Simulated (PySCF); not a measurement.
# Two-component Hartree-Fock for S³⁺ (sulfur, charge +3)

Start: [Ne] 3s2 3p1; 3p3/2 filled at m_j = +3/2. Calculated with PySCF 2.14 in x2c-SVPall-2c with one added diffuse shell each of s, p type (5s5p1d, 25 functions): generalised Hartree-Fock with the X2C-1e Hamiltonian and a Gaussian nucleus; one run each with spin-orbit coupling (SO) switched off, then screened by Boettger's factors. This is a chosen level, not necessarily the ground level.

```
spinor shell  electrons  ε, spin-free (eV)  ε, screened SO (eV)  weight of nominal j (screened SO)  rms radius, screened SO (bohr)
       1s1/2          2            -2553.5              -2553.5                              1.000                           0.112
       2s1/2          2            -288.07              -288.09                              1.000                           0.515
       2p1/2          2            -223.56              -224.29                              0.974                           0.489
       3s1/2          2            -57.528              -57.535                              0.999                            1.65
       3p3/2          1            -46.671              -46.626                              1.000                            1.83
```

**Question.** Where does 2p3/2 lie, and what is the 2p spin-orbit splitting (screened SO)?

**Answer.** At -223.22 eV, 1.075 eV above 2p1/2.

```json
{"quantity": "E (hartree)", "spin-free": "-396.00681", "screened SO": "-396.00551"}
{"quantity": "M_J", "spin-free": "3/2", "screened SO": "3/2"}
{"quantity": "⟨J²⟩", "spin-free": "3.759", "screened SO": "3.759"}
{"quantity": "⟨L²⟩", "spin-free": "2.007", "screened SO": "2.007"}
{"quantity": "⟨S²⟩", "spin-free": "0.752", "screened SO": "0.752"}
```

Each row is a mean over spinors that exchange with the open shell spreads, by up to 3.465 eV (3s1/2).

Without spin-orbit coupling the j labels of p, d and f shells carry no meaning; the spin-free column gives the mean over the occupied spinors of each nl shell.
